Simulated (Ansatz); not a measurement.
# Which is lower?

The two ends of one reaction step of SnPH6Br, singlet (PBE0-D4/def2-TZVP).

A:

```xyz
9
angstrom
Sn -1.3369 -0.0884 -1.0266
Br 4.0736 0.4827 0.6078
H -0.8629 -1.3446 -2.0744
H -2.9230 -0.3611 -0.4623
H -1.2477 1.4140 -1.8239
H 2.6448 0.2887 0.7292
P 0.3001 -0.0324 0.8711
H -0.4631 0.8481 1.6787
H -0.1849 -1.2070 1.5002
```

B:

| atom | x (Å) | y (Å) | z (Å) |
| --- | --- | --- | --- |
| Sn1 | -0.4956 | -0.2387 | -1.8943 |
| Br2 | 1.7404 | -1.0220 | -1.1231 |
| H3 | -0.5396 | -0.6207 | -3.5547 |
| H4 | -1.6549 | -1.1101 | -1.0118 |
| H5 | -0.5510 | 1.4369 | -1.6272 |
| H6 | 1.3220 | 1.0378 | 1.9160 |
| P7 | 0.0485 | 0.4215 | 1.8366 |
| H8 | -0.3764 | 0.9097 | 3.1009 |
| H9 | 0.5065 | -0.8143 | 2.3574 |

Ansatz 0.2.0; basis: def2-TZVPP; cores frozen in the correlated methods. Filled d shells of the heavier atoms are correlated. Core potentials replace the inner electrons of the atoms past krypton. The def2 sets are not built for correlating such inner shells, so the correlated values are less sure here. B3LYP uses VWN-RPA correlation.

Problem. Which structure is lower at CCSD(T), and by how much? (An estimate is asked for; the value comes from the calculation.)

Solution. By the calculation: B, by 64.2 kJ/mol (electronic energy, against the other). By their contacts, A is a complex of SnPH₅ ([PH2][SnH3]) + HBr and B is a complex of SnH₃Br ([Br][SnH3]) + PH₃.

All methods give the same order:

| method | E(B) − E(A) (kJ/mol) |
| --- | --- |
| SPW92 | -43.8 |
| PBE-D4 | -52.9 |
| BLYP-D4 | -60.7 |
| r2SCAN-D4 | -63.0 |
| B97M-V | -68.9 |
| PBE0-D4 | -59.6 |
| B3LYP-D4 | -65.9 |
| r2SCAN0-D4 | -66.2 |
| BHLYP-D4 | -76.7 |
| CAM-B3LYP-D4 | -68.3 |
| wB97X-V | -71.5 |
| wB97M-V | -71.8 |
| B2PLYP | -64.7 |
| PBE-QIDH | -63.7 |
| RPA on PBE | -66.5 |
| HF | -91.2 |
| MP2 | -63.3 |
| CCSD | -67.9 |
| CCSD(T) | -64.2 |

T1 diagnostic: at most 0.011.

Labels in which every atom is bracketed show which atoms are joined, not bond orders.

For scale, one of the runs: CCSD(T)/def2-TZVPP, 224 basis functions, launched by `ansatz run in.yaml --threads 8 --pin off --events-out ev --progress --plain --max-ram 19148MiB`. Hardware: 8 CPU threads of an Intel Xeon 6975P-C, shared host. Wall time 40 s; peak host memory 4.2 GiB.
